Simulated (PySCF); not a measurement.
Species: C₅H₉BO₂.
Z-matrix (Å and degrees, PBE0-D3(BJ)/def2-SVP geometry), rows numbered from 1:
```
O 
B   1  1.3696
O   2  1.3681  1  123.58
C   2  1.5485  1  118.26  3   178.74
C   4  1.5314  2  127.27  1  -172.33
C   5  1.5499  4   90.33  2   135.16
C   6  1.5223  5   89.58  4     1.81
C   7  1.4801  4   59.68  2   109.57
H   1  0.9607  2  115.39  3    -2.42
H   3  0.9614  2  115.10  1    -0.91
H   5  1.1028  4  115.19  2  -105.04
H   5  1.0986  4  112.79  2    19.95
H   6  1.0992  5  112.12  4  -112.63
H   6  1.1033  5  117.45  4   121.03
H   7  1.0936  4  126.33  8  -108.69
H   8  1.0927  4  115.12  7   107.40
H   8  1.0972  4  118.70  7  -110.92
```

Computed at PBE0/pcSseg-1 (PySCF, non-relativistic), with Q(17O) = −0.0256 b, Q(11B) = 0.04059 b: O1, 17O (I = 5/2): χzz = -8.936 MHz, η = 0.250; B2, 11B (I = 3/2): χzz = 3.278 MHz, η = 0.542; O3, 17O (I = 5/2): χzz = -8.822 MHz, η = 0.217.

Question: Where would the pure quadrupole (NQR) lines of 17O at O1 fall for the rigid, isolated species?

Answer: From the eigenvalues of H = χ/[4I(2I − 1)] × [3Iz² − I(I + 1) + η(Ix² − Iy²)], steps between neighbouring levels, labelled as for η = 0: ±1/2↔±3/2 1.429 MHz, ±3/2↔±5/2 2.648 MHz (boron-bound oxygen).

Question: Find the zero-field quadrupole resonance frequencies of 11B at B2.

Answer: From ν = (|χ|/2)√(1 + η²/3): ν = 1.717 MHz (three-coordinate boron).

Question: Where would the pure quadrupole (NQR) lines of 17O at O3 fall for the rigid, isolated species?

Answer: From the eigenvalues of H = χ/[4I(2I − 1)] × [3Iz² − I(I + 1) + η(Ix² − Iy²)], steps between neighbouring levels, labelled as for η = 0: ±1/2↔±3/2 1.390 MHz, ±3/2↔±5/2 2.622 MHz (boron-bound oxygen).

In a crystal, neighbours and librations shift these lines. The basis is small and wasn't made for field gradients, so the couplings can be 20 % off.

One conformer stands for the species.
